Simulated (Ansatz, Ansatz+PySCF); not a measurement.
```csv
atom,x (Å),y (Å),z (Å)
S,0.0000,0.0000,0.0000
F,0.0000,0.0000,1.6010
```

Basis set: def2-SVP (spherical functions). Left uncorrelated: 6 orbitals. Correlation on ROHF uses semicanonical orbitals with singles. Charge 0, multiplicity 2.

Computed with Ansatz (development build ahead of 0.2.0); each method stands on the lowest determinant of its kind that the runs found.

Give the atomization energy at this shape (free ground-state atoms in the same class of orbitals less the molecule, no zero-point energy) of doublet SF by ROHF-CCSD(T), ROHF-MP2, ROHF, UHF.

```csv
method,atomization energy
ROHF-CCSD(T),276.7 kJ/mol
ROHF-MP2,295.8 kJ/mol
ROHF,121.1 kJ/mol
UHF,113.5 kJ/mol
```
